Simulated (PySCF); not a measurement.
Al(Cl)2(GeH3) (AlCl2GeH3), SMILES [Cl][Al]([Cl])[GeH3].

Geometry: PBE0-D3(BJ)/def2-SVP. The structure was generated by enumeration; whether it is a known compound was not checked.

Level of theory: C-PCM-ωB97X/def2-SVP (PySCF 2.14.0).

The values are the electrostatic part of the solvation free energy, E(continuum) − E(gas) at the gas-phase geometry, in a cavity of scaled van der Waals radii (PySCF's table); cavitation and dispersion terms are not included. A continuum can't describe solvent molecules that bind to the metal. In vacuum the orbital gap is 10.72 eV. The dipole moment in vacuum is 1.51 D.

Computed values in water (ε = 78.36), ethanol (ε = 24.85), chlorobenzene (ε = 5.70):
```tsv
solvent	ε	ΔG(elec) (kcal/mol)	dipole (D)	gap (eV)
water	78.36	-5.8	1.75	11.04
ethanol	24.85	-5.6	1.75	11.03
chlorobenzene	5.70	-4.7	1.71	10.98
```
